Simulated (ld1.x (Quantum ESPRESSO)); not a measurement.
# Co (Z = 27), PAW: configuration errors across variants

ld1.x (Quantum ESPRESSO) 7.5 input, shortened:

```
&input
   title='Co', zed=27., rel=1, dft='REVPBE', iswitch=3,
   config='[Ar] 3d7 4s1.5 4p0 4f-2'
 /
 &inputp
   pseudotype=3, lpaw=.true., tm=.true., lloc=-1, rcloc=1.15,
   nlcc=.true.,
   which_augfun='PSQ', rmatch_augfun_nc=.true.
 /
8
4S  1  0   1.50   0.00  2.60  2.75  0.0
4S  1  0   0.00   1.65  2.60  2.75  0.0
3P  2  1   6.00   0.00  1.30  1.50  0.0
4P  3  1   0.00   0.00  1.30  1.50  0.0
3D  3  2   7.00   0.00  1.10  1.45  0.0
3D  3  2   0.00  -0.40  1.10  1.45  0.0
4F  4  3  -2.00  -0.10  1.60  2.05  0.0
4F  4  3  -2.00   1.40  1.60  2.05  0.0
 &test
   configts(1)='3p6 3d7 4s1.5 4p0'
 /
```

All-electron excitation energies from the reference (eV): (1) 3p6 3d7 4s2 4p0 -3.562; (2) 3p6 3d7 4s1 4p0 5.371; (3) 3p6 3d7 4s0 4p0 21.990; (4) 3p6 3d5 4s0 4p0 112.997; (5) 3p6 3d7 4s0 4p2 5.351; (6) 3p5 3d7 4s2 4p0 69.951; (7) 3p6 3d7.5 4s1.5 4p0 -4.529.

The overlap operator is not positive definite (basis up to 400 Ry) in “base”, “waves 4s (bound): rcut 2.60, rcutus 3.36 bohr; 4s channel at 1.65 Ry: rcut 2.60, rcutus 3.36 bohr”, “waves 4f channel at -0.1 Ry: rcut 1.60, rcutus 2.66 bohr; 4f channel at 1.4 Ry: rcut 1.60, rcutus 2.66 bohr”, “waves 3p (bound): rcut 1.30, rcutus 1.58 bohr; 4p (bound): rcut 1.30, rcutus 1.58 bohr”, “waves 3d (bound): rcut 1.10, rcutus 1.52 bohr; 3d channel at -0.4 Ry: rcut 1.10, rcutus 1.52 bohr”, “local potential all-electron potential smoothed inside 1.35 bohr (lloc = -1)”. Such files are unfit for use, however small their errors in these radial tests.

Tests that are not counted but printed errors over 1 eV. “waves 3p (bound): rcut 1.30, rcutus 1.58 bohr; 4p (bound): rcut 1.30, rcutus 1.58 bohr”: 3p6 3d5 4s0 4p0 (solver errors, printed error -1511 eV).

1 further variants failed, have other tests or too few solved ones, and are left out.

A true bound ghost makes a file unfit for plane-wave use even where its test errors are small: the radial tests pick states by their node count and pass the ghost by.

Errors AE − PS in meV (a dash: test not solved or not reliable):

```tsv
change	(1)	(2)	(3)	(4)	(5)	(6)	(7)	bound ghosts
base	-0.5	-1.5	-7.5	-819	+9.9	-124	-6.4	not determined (overlap not positive)
waves 4s (bound): rcut 2.60, rcutus 3.36 bohr; 4s channel at 1.65 Ry: rcut 2.60, rcutus 3.36 bohr	-2.7	-3.2	-6.0	-877	+4.2	-102	-8.5	s (p, f not tested, overlap not positive)
waves 4f channel at -0.1 Ry: rcut 1.60, rcutus 2.66 bohr; 4f channel at 1.4 Ry: rcut 1.60, rcutus 2.66 bohr	-0.5	-1.5	-7.5	-819	+9.9	-124	-6.4	not determined (overlap not positive)
waves 3p (bound): rcut 1.30, rcutus 1.58 bohr; 4p (bound): rcut 1.30, rcutus 1.58 bohr	-0.6	-1.6	-7.5	–	+16	-139	-7.2	not determined (overlap not positive)
waves 3d (bound): rcut 1.10, rcutus 1.52 bohr; 3d channel at -0.4 Ry: rcut 1.10, rcutus 1.52 bohr	-0.6	-1.5	-7.3	-832	+10.0	-126	-6.4	not determined (overlap not positive)
local potential all-electron potential smoothed inside 1.35 bohr (lloc = -1)	-2.2	-2.9	-7.1	-180	-2.3	-126	-2.3	s (f not tested, overlap not positive)
```

Problem. Give the same row for: local potential all-electron potential smoothed inside 2.90 bohr (lloc = -1).

Solution. –, –, –, –, –, –, –; bound ghosts: none. Not counted: 3p6 3d7 4s2 4p0 (solver errors, printed error -2551 eV).
